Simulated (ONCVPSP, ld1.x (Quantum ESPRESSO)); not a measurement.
Potentials for Ni (Z = 28) compared

Generated with ld1.x 7.5 (TM, RRKJ, ultrasoft, PAW), atompaw 4.2 or ONCVPSP 4.0.1. The cutoff is in Ry: for ld1.x and atompaw files where the sum of valence levels is converged to 10 mRy in a Bessel basis, for ONCV files where the hardest occupied wave has 1 mHa per electron of residual kinetic energy. The error is the largest all-electron minus pseudo excitation energy over each file’s own four to seven test configurations (ionisations up to +4, promotions, holes and added fractions of an electron), all of which were solved. The labels leave out finer settings (local radius, basis sizes, second energies), which also bear on the numbers. Spin-polarised tests are not counted. The rows are a selection from randomly drawn settings: files with unsolved tests, undetermined cutoffs or missed reference levels are left out.

| potential | cutoff (Ry) | largest error (meV) | bound ghosts |
| --- | --- | --- | --- |
| ONCV, Wu-Cohen, scalar-relativistic, rc 0.85/1.05/1.30 (spd), local smoothed, core correction yes, reference 3s2 3p6 3d8, qcut 9.5/13.8/11.3, projectors 1/2/2 | 148 | +479 | none |
| ONCV, PBEsol, scalar-relativistic, rc 0.95/0.95/1.30 (spd), local smoothed, core correction yes, reference 3s2 3p6 3d7, qcut 12.8/17.7/14.4, projectors 2/2/2 | 145 | +24 | none |
| RRKJ, PBE, scalar-relativistic, rc 1.95/1.85/1.55 (spd), local s, core correction yes, reference 3d7 4s0 4p0 | 80 | -1154 | none |
| ONCV, PBEsol, scalar-relativistic, rc 1.00/1.15/1.30 (spd), local smoothed, core correction yes, reference 3s2 3p6 3d8 4s1, qcut 13.7/11/9.6, projectors 2/3/1 | 143 | -6.0 | none |
| ONCV, LDA (Perdew-Wang 92), scalar-relativistic, rc 1.50/1.10/1.60 (spd), local smoothed, core correction yes, reference 3s2 3p6 3d8 4s2, qcut 7.2/12/10.6, projectors 2/2/2 | 85 | +67 | none |

Question: Fill in the row for Ni: TM semilocal, PBE, scalar-relativistic, rc 1.05/1.05/0.95/0.80 (spdf), local p, core correction no, reference 3s2 3p6 3d7 4s0 4p0.

Answer: cutoff 230 Ry, largest error +863 meV, bound ghosts: none.

Question: Fill in the row for Ni: TM semilocal, BLYP, scalar-relativistic, rc 2.05/3.10/0.90 (spd), local s, core correction yes, reference 3d8.5 4s1.5 4p0.

Answer: cutoff 260 Ry, largest error -1310 meV, bound ghosts: none.
